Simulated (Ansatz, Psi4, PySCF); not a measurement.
F$_{3}$Se (SMILES F[Se](F)F), doublet, at a GFN2-xTB geometry (the spin is typed, not shown lowest), atoms displaced at random by about 0.03 Å a coordinate. Base run: R2SCAN/STO-3G, gradient run with PySCF.

PySCF was given this input:
```python
from pyscf import gto, scf, dft

mol = gto.Mole()
mol.atom = '''
    Se   -0.27515765    0.21062466    0.09654945
    F    -0.98378623   -1.52957270    0.11925341
    F     0.76808438    1.51402588   -0.68319720
    F     1.20655546   -0.70123495    0.20131934
'''
mol.basis = 'sto-3g'
mol.spin = 1
mol.verbose = 4
mol.build()

mf = dft.UKS(mol)
mf.xc = 'r2scan'
mf.kernel()
g = mf.nuc_grad_method()
grad = g.kernel()
```

Programs used: Ansatz (a first-principles code), Psi4, PySCF; a row that names a program was run with it.

The coordinate followed is x of atom 4.

Variants of this job, named by their change:

```tsv
change	dE/dx (Eh/bohr)	net force (Eh/bohr)
base	-0.051575	0.004074
finite difference step (bohr) = 1e-5; conv_tol = 1e-11	-0.048647	-
grids.level = 0; grid_response = on	-0.048263	0.000000
finite difference step (bohr) = 0.2; conv_tol = 1e-11	-0.051575	-
code = psi4	-0.046024	0.001824
grid_response = on	-0.048647	0.000000
finite difference step (bohr) = 0.05; conv_tol = 1e-11	-0.048825	-
code = ansatz	-0.048646	0.000000
grids.level = 1; grid_response = on	-0.048719	0.000000
grids.level = 5; grid_response = off	-0.048036	0.001038
finite difference step (bohr) = 1e-3; conv_tol = 1e-11	-0.048647	-
conv_tol = 1e-4	-0.051403	0.004073
```

The net force is zero for an exact gradient.

Open shells are given as the SCF converged; they aren't shown to be the lowest states, and a large step between rows can be another state.
